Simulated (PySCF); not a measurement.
Stretching CaF⁺

Set-up: Ca pcseg-1, F pcseg-1; no relativity (PySCF 2.14). Energies in eV from Ca⁺ + F in their ground configurations at the same level. State: ¹Σ⁺ (singlet), closed shell.

Curves on a restricted Hartree–Fock reference rise too fast on stretching and do not dissociate correctly.

```json
{"R (Å)": "1.615", "PBE0": "-4.579", "RHF-SCS-MP2": "-3.675", "RHF-CCSD": "", "RHF": "-1.934"}
{"R (Å)": "1.690", "PBE0": "-5.265", "RHF-SCS-MP2": "-4.504", "RHF-CCSD": "-4.260", "RHF": "-2.782"}
{"R (Å)": "1.765", "PBE0": "-5.650", "RHF-SCS-MP2": "-5.010", "RHF-CCSD": "-4.771", "RHF": "-3.300"}
{"R (Å)": "1.822", "PBE0": "-5.787", "RHF-SCS-MP2": "-5.226", "RHF-CCSD": "-4.991", "RHF": "-3.522"}
{"R (Å)": "1.878", "PBE0": "-5.825", "RHF-SCS-MP2": "-5.333", "RHF-CCSD": "-5.100", "RHF": "-3.632"}
{"R (Å)": "1.934", "PBE0": "-5.786", "RHF-SCS-MP2": "-5.353", "RHF-CCSD": "-5.122", "RHF": "-3.654"}
{"R (Å)": "2.010", "PBE0": "-5.643", "RHF-SCS-MP2": "-5.278", "RHF-CCSD": "-5.049", "RHF": "-3.578"}
{"R (Å)": "2.103", "PBE0": "-5.364", "RHF-SCS-MP2": "-5.068", "RHF-CCSD": "-4.841", "RHF": "-3.363"}
{"R (Å)": "2.216", "PBE0": "-4.947", "RHF-SCS-MP2": "-4.712", "RHF-CCSD": "-4.486", "RHF": "-2.997"}
{"R (Å)": "2.366", "PBE0": "-4.330", "RHF-SCS-MP2": "-4.149", "RHF-CCSD": "", "RHF": "-2.417"}
```

Problem. Put a parabola through the three lowest points of the PBE0 curve and estimate Re, k and ωe (reduced mass 12.88 u; 1 eV/Å² = 0.16022 mdyn/Å; ωe = 1302.8·√(k/μ) cm⁻¹).

Solution. Through R = 1.822, 1.878, 1.934 Å the second-order coefficient is 12.3 eV/Å², so Re ≈ 1.878 Å, k ≈ 3.93 mdyn/Å and ωe ≈ 720 cm⁻¹. A polynomial fit of higher order to the unrounded PBE0 energies gives Re = 1.875 Å, k = 3.96 mdyn/Å, ωe = 722 cm⁻¹; anharmonicity and rounding make the difference.

The higher-order fit for each curve: PBE0: Re = 1.875 Å, ωe = 722 cm⁻¹, De = 5.83 eV; RHF-SCS-MP2: Re = 1.921 Å, ωe = 689 cm⁻¹, De = 5.35 eV; RHF-CCSD: Re = 1.923 Å, ωe = 688 cm⁻¹, De = 5.12 eV; RHF: Re = 1.922 Å, ωe = 697 cm⁻¹, De = 3.66 eV.

Correlated steps freeze 6 core orbitals. Correlated levels converge slowly with the basis: in double zeta they bind strong bonds too weakly, by up to about 1 eV, and carry superposition errors of some tenths. For an ion De counts to the pair picked by the measured ionisation energies or electron affinities, which need not be the lowest pair at this level. Where the molecule has an RHF reference, its open-shell atoms are computed with UHF.
